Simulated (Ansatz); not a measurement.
Geometry optimisation, Ansatz 0.2.0, RHF/def2-SVP.

Input:

```yaml
crystal:
  periodic: [false, false, false]
  atoms:
    - { symbol: O, position_ang: [0.3288, -2.2032, 1.0362] }
    - { symbol: C, position_ang: [0.4021, -1.0769, 0.4405] }
    - { symbol: C, position_ang: [0.5049, 0.0687, -0.1862] }
    - { symbol: Te, position_ang: [-0.9899, 0.8558, -1.3151] }
    - { symbol: H, position_ang: [1.4668, 0.6113, -0.1134] }
    - { symbol: H, position_ang: [-1.6707, 1.6804, 0.0919] }
basis:
  gaussian: { orbitals: def2-SVP }
hamiltonian:
  xc: hf
relax:
  f_tol: 0.015
  max_steps: 40
```

Command:

```bash
$ ansatz run input.yaml --threads 1 --pin off --max-ram 2048MiB --backend cpu --events-out ev --progress --plain --runs-dir out
```

Q: Where does it end, and by what steps?

A: The run converged. After 11 steps the energy has fallen by 1.123 eV; Te4 moved furthest, 0.12 Å. The start is strongly strained (largest force component 10 eV/Å).

| step | energy less start (eV) | largest force component (eV/Å) | accepted |
| --- | --- | --- | --- |
| 0 | 0.0000 | 9.710 | yes |
| 1 | -0.8827 | 2.398 | yes |
| 2 | -1.0628 | 0.728 | yes |
| 3 | -1.1111 | 0.666 | yes |
| 4 | -1.1168 | 0.512 | yes |
| 5 | -1.1207 | 0.160 | yes |
| 6 | -1.1213 | 0.095 | yes |
| 7 | -1.1225 | 0.097 | yes |
| 8 | -1.1228 | 0.055 | yes |
| 9 | -1.1230 | 0.044 | yes |
| 10 | -1.1229 | 0.027 | no |
| 11 | -1.1230 | 0.006 | yes |

```xyz
6
Properties=species:S:1:pos:R:3
O 0.327 -2.125 0.959
C 0.436 -1.116 0.451
C 0.549 0.048 -0.144
Te -1.071 0.833 -1.234
H 1.496 0.565 -0.083
H -1.695 1.732 0.005
```

Whether the end is a true minimum wasn't checked by a vibrational analysis.

The run took 18 s on 1 thread of Intel(R) Xeon(R) 6975P-C (Granite Rapids), with other jobs on the host, peak memory 0.17 GiB.
